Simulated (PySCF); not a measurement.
Compound: C7H9O (doublet state).
Cartesian coordinates in Å at the GFN2-xTB level; atoms count from 1:
```xyz
17
C7H9O angstrom
C      2.476   -0.313   -0.544
C      1.159   -0.293   -0.422
C      0.080   -1.348   -0.506
C     -0.956   -0.223   -0.329
C     -1.840   -0.267    0.970
O     -2.644    0.757    1.068
C      0.174    0.761   -0.174
C      0.190    2.042    0.162
H      3.061    0.586   -0.459
H      3.009   -1.227   -0.745
H      0.109   -2.067    0.312
H      0.026   -1.887   -1.451
H     -1.607   -0.037   -1.182
H     -2.425   -1.203    0.810
H     -1.186   -0.426    1.855
H     -0.734    2.545    0.399
H      1.102    2.612    0.223
```

The species is `C=C1C[C@@H](C[O])C1=C` [radical].

Theory: UKS B3LYP, pcH-1 on C H O, non-relativistic, mean-field spin-orbit, GIAO (PySCF). Isolated species at its GFN2-xTB geometry (one conformer only). The geometry wasn't refined by DFT: couplings that depend on bond lengths, twists or pyramidal angles can differ widely from those at the functional's own minimum.

Output of the driver script. Atoms in this output count from 0.

```
UKS, coarse grid
  cycle   1  E = -346.94701462  |g| = 7.29e-01
  cycle   2  E = -339.15997707  |g| = 2.87e+00
  cycle   3  E = -347.17029564  |g| = 4.82e-01
  cycle   4  E = -347.23427171  |g| = 2.10e-01
  cycle   5  E = -347.25158906  |g| = 1.39e-01
  cycle   6  E = -347.25937693  |g| = 6.47e-02
  cycle   7  E = -347.26140785  |g| = 1.92e-02
  cycle   8  E = -347.26161352  |g| = 7.36e-03
  cycle   9  E = -347.26165377  |g| = 2.64e-03
  cycle  10  E = -347.26167501  |g| = 2.03e-03
  cycle  11  E = -347.26169263  |g| = 1.75e-03
  cycle  12  E = -347.26171329  |g| = 1.44e-03
  cycle  13  E = -347.26174346  |g| = 1.43e-03
  cycle  14  E = -347.26178098  |g| = 1.20e-03
  cycle  15  E = -347.26183176  |g| = 1.12e-03
  cycle  16  E = -347.26186076  |g| = 9.02e-04
  cycle  17  E = -347.26187398  |g| = 6.97e-04
  cycle  18  E = -347.26188243  |g| = 5.65e-04
UKS, final grid
  cycle   1  E = -347.26190393  |g| = 8.02e-04
  cycle   2  E = -347.26190424  |g| = 1.42e-03
  cycle   3  E = -347.26190561  |g| = 3.55e-04
  cycle   4  E = -347.26190670  |g| = 3.39e-04
  cycle   5  E = -347.26191083  |g| = 2.77e-04
  cycle   6  E = -347.26191483  |g| = 2.50e-04
  cycle   7  E = -347.26191600  |g| = 1.09e-04
  cycle   8  E = -347.26191619  |g| = 7.27e-05
  cycle   9  E = -347.26191627  |g| = 6.42e-05
  cycle  10  E = -347.26191628  |g| = 3.11e-05
  cycle  11  E = -347.26191628  |g| = 1.56e-05
E = -347.26191628 Eh   <S^2> = 0.7551 (exact 0.7500)
g shifts (ppm)      1          2          3
  rmc          -274       -274       -274
  gc             -9         27         48
  oz_so          33       5610      57095
  total        -250       5363      56870
hyperfine (MHz)  atom isotope    a_iso     a_fc   dipolar eigenvalues
    0   13C       1.19       1.19     -2.39      0.70      1.69
    1   13C       5.52       5.52     -1.01      0.35      0.66
    2   13C      -2.24      -2.24     -1.24     -0.95      2.19
    3   13C      45.97      45.97    -11.10    -10.25     21.35
    4   13C     -44.42     -44.42     -7.60      2.37      5.23
    5   17O     -46.98     -46.98   -242.55    120.63    121.93
    6   13C      -4.90      -4.90     -4.45      0.62      3.83
    7   13C       4.77       4.77     -4.20     -2.46      6.66
    8    1H       0.77       0.77     -0.72     -0.57      1.29
    9    1H       0.97       0.97     -0.51     -0.49      1.00
   10    1H       3.95       3.95     -1.94     -1.42      3.36
   11    1H       5.60       5.60     -1.43     -0.87      2.30
   12    1H      -8.78      -8.78     -6.14     -2.56      8.70
   13    1H     298.82     298.82     -7.87     -3.91     11.78
   14    1H       3.49       3.49     -5.87     -4.23     10.10
   15    1H       4.73       4.73     -5.29     -1.89      7.18
   16    1H       3.02       3.02     -2.65     -1.23      3.87
```

Question: The SCF converged. Which of these numbers needs a check, and why?

Answer: The largest g shift is +0.057, past the limit of 0.03 at which the run flags a species of elements up to argon. The orbital-Zeeman/spin–orbit term is second order, a sum of spin–orbit matrix elements over excitation energies, so it grows and becomes less reliable as an excited state comes close; a shift of this size calls for a check with another method. The contact and dipolar couplings don't rest on that expansion, but they belong to the state that the SCF found, and a close-lying state with the spin in another orbital would have other couplings; no stability test was run.

Question: Where is the spin in this solution (atoms counted from 1)?

Answer: Largest spin populations (Mulliken): O6 (+0.81), H14 (+0.14), C4 (+0.09) and C5 (-0.06). No atom but O6 exceeds +0.15. The unrestricted determinant has ⟨S²⟩ = 0.7551 (exact 0.7500), so spin contamination is small. 

Question: Average a_iso over equivalent nuclei, turn it into first-order splittings with g = 2.0023, and give the multiplets for abundant isotopes (0.05 mT or more).

Answer: 
```tsv
nuclei (from 1)	isotope	I	position	a_iso (MHz)	|a| (mT)	splits into
H14	1H	1/2	2 bonds from O6	298.8	10.66	1:1 doublet
H13	1H	1/2	3 bonds from O6	-8.8	0.31	1:1 doublet
H12	1H	1/2	4 bonds from O6	5.6	0.20	1:1 doublet
H16	1H	1/2	5 bonds from O6	4.7	0.17	1:1 doublet
H11	1H	1/2	4 bonds from O6	4.0	0.14	1:1 doublet
H15	1H	1/2	2 bonds from O6	3.5	0.12	1:1 doublet
H17	1H	1/2	5 bonds from O6	3.0	0.11	1:1 doublet
```

Hardware: one thread, Arm Neoverse V2 (aarch64), no GPU (shared host). Cost: 86 s of wall time (grids of density and orbitals included), 0.97 GiB resident at most.
